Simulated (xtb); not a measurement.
A geometry relaxed with GFN2-xTB (xtb), charge 0, multiplicity 2:

```xyz
5

C     -0.0667     0.0608    -0.3628
C      1.1886    -0.0189    -0.6882
O      2.3329     0.1060    -0.9066
C     -1.2584    -0.2426    -0.1268
H     -2.1964     0.0947     0.2246
```

Write the SMILES of this molecule.

`C#C[C]=O`
